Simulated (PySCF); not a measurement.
H₃Sn, SMILES [SnH3-], charge -1.

Geometry: B3LYP-D3(BJ)/def2-TZVPD. The def2 effective core potentials stand for the cores of Sn; spin–orbit coupling is left out.

The numbers are results of B3LYP-D3(BJ)/def2-TZVPD in PySCF 2.14.0, not measurements.

Frequencies are harmonic and unscaled.

Modes within 1.5 cm⁻¹ of each other (mostly degenerate sets) share a row, with their intensities summed.

```json
[
 {"mode": "1", "ν (cm⁻¹)": "730", "IR (km/mol)": "212.0", "moving atoms (share of kinetic energy)": "H 98 %"},
 {"mode": "2–3", "ν (cm⁻¹)": "739", "IR (km/mol)": "107.0", "moving atoms (share of kinetic energy)": "H 100 %"},
 {"mode": "4–5", "ν (cm⁻¹)": "1530", "IR (km/mol)": "1613.6", "moving atoms (share of kinetic energy)": "H 99 %"},
 {"mode": "6", "ν (cm⁻¹)": "1533", "IR (km/mol)": "717.5", "moving atoms (share of kinetic energy)": "H 99 %"}
]
```
